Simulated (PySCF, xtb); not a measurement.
Complex: NH3 (SMILES N) (first 4 atoms) with C2H6O (SMILES CCO); geometry from B3LYP-D3(BJ)/def2-TZVP, rigid monomers moved along the line of their centres of mass till N1···H13 is 2.23 Å.
(charge 0, multiplicity 1):
```xyz
13

N      0.028    -0.066     0.461
H     -0.920    -0.345     0.235
H      0.275     0.703    -0.152
H      0.639    -0.844     0.240
C     -0.126    -1.246     4.516
C     -0.508     0.218     4.340
O      0.376     0.918     3.486
H     -0.798    -1.744     5.221
H      0.895    -1.328     4.893
H     -0.180    -1.779     3.564
H     -1.544     0.289     3.977
H     -0.475     0.729     5.305
H      0.269     0.568     2.580
```

Counterpoise-corrected where a basis set is named; no monomer relaxation. Rows marked so take none.

Rows in 6-31G* carry no dispersion term and start afresh at each structure (6-31G* with six Cartesian d functions).

Programs: PySCF for 6-31G* rows; xtb for the GFN methods. Values without a source in brackets are computed.

Estimate the interaction energy that HF/6-31G* (no counterpoise) returns for this input.

-284 meV

Give the interaction energy at the level B3LYP/6-31G*.

-293 meV

Estimate the interaction energy that GFN-FF returns for this input.

-335 meV
